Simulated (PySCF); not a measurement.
Frontier orbitals and the lowest excitations

Species: C6H11O (charge +1).
Z-matrix (Å and degrees, GFN2-xTB geometry), rows numbered from 1:
```
C 
C   1  1.5184
C   2  1.5706  1  112.14
C   3  1.3779  2  107.56  1   -69.42
O   4  1.1208  3  173.77  2   -61.20
C   3  1.5707  2  113.07  1   172.00
C   6  1.5184  3  112.14  2  -171.76
H   1  1.0871  2  111.40  3   -57.90
H   1  1.0872  2  109.12  3  -176.70
H   1  1.0874  2  112.01  3    64.09
H   2  1.0902  1  110.93  3  -122.99
H   2  1.0905  1  109.94  3   117.63
H   3  1.0976  2  108.65  1    51.23
H   6  1.0906  3  105.98  2   -51.82
H   6  1.0903  3  109.67  2    64.52
H   7  1.0875  6  112.04  3   -64.21
H   7  1.0872  6  109.10  3   176.58
H   7  1.0871  6  111.38  3    57.81
```

Theory: PySCF, TDDFT B3LYP/def2-SVPD, vertical, gas phase, core orbitals frozen in the response.

Frontier orbitals with the atoms that hold most of them (Löwdin shares over 4%, at most four atoms; ? is withheld):

```json
{"orbital": "LUMO+2", "ε (eV)": "-4.41", "atoms": "C4 28%, O5 16%, C3 12%, H13 5%"}
{"orbital": "LUMO+1", "ε (eV)": "-7.48", "atoms": "C4 43%, O5 32%, C3 7%, C6 6%"}
{"orbital": "LUMO", "ε (eV)": "?", "atoms": "?"}
{"orbital": "HOMO", "ε (eV)": "-14.21", "atoms": "?"}
{"orbital": "HOMO-1", "ε (eV)": "-14.39", "atoms": "C7 17%, C1 17%, C6 10%, C2 10%"}
{"orbital": "HOMO-2", "ε (eV)": "-14.57", "atoms": "C1 15%, C7 15%, C2 11%, C6 11%"}
{"orbital": "HOMO-3", "ε (eV)": "-14.70", "atoms": "C7 16%, C1 15%, C6 11%, C2 11%"}
```

Q: Give the leading atoms of the HOMO.

A: C7 (bonded to C and 3 H) 18%; C1 (bonded to C and 3 H) 18%; C3 (bonded to 3 C and H) 11%; C2 (bonded to 2 C and 2 H) 10%.

Q: Give the leading atoms of the LUMO.

A: C4 (bonded to C and O) 42%; O5 (bonded to C) 32%; C3 (bonded to 3 C and H) 10%; H13 (bonded to C) 6%. By element: carbon 53% or more, oxygen 32%, hydrogen 6% or more.

Q: What is the LUMO energy, and the HOMO–LUMO gap?

A: ε(LUMO) = -7.60 eV; the gap is 6.61 eV (0.2430 hartree).

Q: The HOMO–LUMO gap is 6.61 eV. Where does the response calculation put the lowest singlet, and from which orbitals?

A: S1 is at 5.57 eV (f = 0.0087), 1.05 eV below the gap, made of HOMO→LUMO (97%). Without the coupling terms of the response equations the lowest excitation would equal the gap.

Q: Give energy, strength and leading configuration of S1, S2, S3, S4, S5 and S6, and follow the Löwdin shares of the leading atoms from the occupied to the empty orbital.

A: 
- S1 (5.57 eV, f 0.0087), HOMO→LUMO (97%): C7 18% → at most 6%, C1 18% → at most 6%, C4 at most 11% → 42%, O5 at most 11% → 32%
- S2 (5.77 eV, f 0.0015), HOMO→LUMO+1 (86%): C7 18% → at most 7%, C1 18% → at most 7%, C4 at most 11% → 43%, O5 at most 11% → 32%
- S3 (5.84 eV, f 0.015), HOMO-1→LUMO (94%): C7 17% → at most 6%, C1 17% → at most 6%, C4 at most 10% → 42%, O5 at most 10% → 32%
- S4 (5.92 eV, f 0.0029), HOMO-1→LUMO+1 (87%): C7 17% → at most 7%, C1 17% → at most 7%, C4 at most 10% → 43%, O5 at most 10% → 32%
- S5 (6.03 eV, f 0.0006), HOMO-2→LUMO (94%): C1 15% → at most 6%, C7 15% → at most 6%, C4 at most 11% → 42%, O5 at most 11% → 32%
- S6 (6.09 eV, f 0.0078), HOMO-2→LUMO+1 (95%): C1 15% → at most 7%, C7 15% → at most 7%, C4 at most 11% → 43%, O5 at most 11% → 32%

The run took 80 s of wall time on Arm Neoverse N1, one thread (shared host), and the process peaked at 0.87 GiB of memory.

One conformer stands for the species.
